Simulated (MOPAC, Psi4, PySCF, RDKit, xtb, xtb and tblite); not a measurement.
Two geometries of SMILES B/C=C\Br (C2H4BBr), singlet, relaxed at GFN2-xTB with one dihedral held; other torsions can differ between them too.

Structure A

```
8

B     -1.3358     0.0415     0.0705
C      0.0826    -0.5626     0.1348
C      1.2084    -0.0429    -0.3604
Br     1.3344     1.5961    -1.2802
H     -1.5248     1.0668    -0.4547
H     -2.2235    -0.5423     0.5561
H      0.2262    -1.5183     0.6304
H      2.1769    -0.5185    -0.2820
```

Structure B

```
8

B     -1.3113     0.0605     0.0554
C      0.1041    -0.5565     0.0727
C      1.2041    -0.0253     0.5920
Br     1.2216     1.6784     1.4237
H     -1.5091     1.0844    -0.4710
H     -2.1947    -0.5412     0.5283
H      0.2171    -1.5621    -0.3229
H      2.1721    -0.5014     0.6284
```

**Question.** Which is lower in energy at the level DF-MP2 (frozen core)/cc-pVTZ // GFN2-xTB (Psi4), and by how much?

**Answer.** A is lower, by 3.14 kcal/mol (dihedral H5–B1–C2–C3: 0° in A, 60° in B).

E(B) − E(A) in kcal/mol at the other levels, on the same two geometries: GFN2-xTB (xtb and tblite) 0.68; PBE0/def2-TZVP // GFN2-xTB (Psi4) 2.79; PBE0-D3(BJ)/def2-TZVP // GFN2-xTB (Psi4) 2.78; PBE/def2-TZVP // GFN2-xTB (Psi4) 3.04; PBE-D3(BJ)/def2-TZVP // GFN2-xTB (Psi4) 3.05; HF/cc-pVTZ // GFN2-xTB (Psi4) 2.21; UFF // GFN2-xTB (RDKit) 6.22; PM3, restricted, heats of formation // GFN2-xTB (MOPAC) -1.79; AM1, restricted, heats of formation // GFN2-xTB (MOPAC) -1.24; GFN1-xTB // GFN2-xTB (xtb) 1.90; restricted B3LYP/6-31G*, spherical d // GFN2-xTB (PySCF) 3.07; restricted Hartree-Fock/6-31G*, spherical d // GFN2-xTB (PySCF) 2.23; restricted LDA (SVWN5)/6-31G*, spherical d // GFN2-xTB (PySCF) 3.51; restricted Hartree-Fock/3-21G // GFN2-xTB (PySCF) 2.21.
